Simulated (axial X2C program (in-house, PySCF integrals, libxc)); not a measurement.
# Worked dissociation energy of BeP: HF, two-component

All values were computed with an axial X2C code built on PySCF integrals. Two-component (2c) means X2C with spin–orbit coupling and atomic mean-field two-electron Coulomb and Gaunt terms. Basis: P dyall-v3z [8s7p2d1f], Be dyall-cv3z [8s8p3d1f] (cores contracted in-house); Gaussian nuclei, density fitting, unrestricted open shells. Masses: P 30.974 u, Be 9.012 u.

Molecular state: Ω = 3/2 (⟨Sz⟩ = 1.50, ⟨Lz⟩ = 0.00 at HF).

- E(P) (2M_J = 3): -341.489526 hartree
- E(Be) (2M_J = 0): -14.575174 hartree
- E(BeP) at Re: -356.102663 hartree
- ωe: 628.7 cm⁻¹
- ωexe: 4.93 cm⁻¹

Task: Work out De and D0.

Result: De = -341.489526 + (-14.575174) − (-356.102663) = 0.03796 hartree = 1.033 eV. The zero-point energy is ωe/2 − ωexe/4 = 313 cm⁻¹ = 0.039 eV, so D0 = 0.994 eV.

One determinant describes the state; a PBE0 search over occupations chose it and may have missed a lower one. Dissociation energies refer to the lowest single-determinant-based atoms at the same level and basis. Other states lie close and PBE0, whose exact exchange favours high spin, may order them wrongly; the determinant shown need not be the ground state. The nearest other spin-free determinant of the search, M_S = 1/2, Λ = 0, lies 0.11 eV up at the distance of the search. With several unpaired electrons one determinant need not be a pure state. A state of lower Ω lies just above, and one determinant can place such states too high, so the state shown need not be the lowest. The search has Ω = 1/2 only 0.11 eV up. This is the top spin component of a Σ state; components of lower Ω are not single determinants and can lie lower.

Hartree–Fock lacks correlation and underbinds, often by eV.

Each atomic determinant is the lowest at this level and need not be a pure J level. Totals compare only within one Hamiltonian and basis.
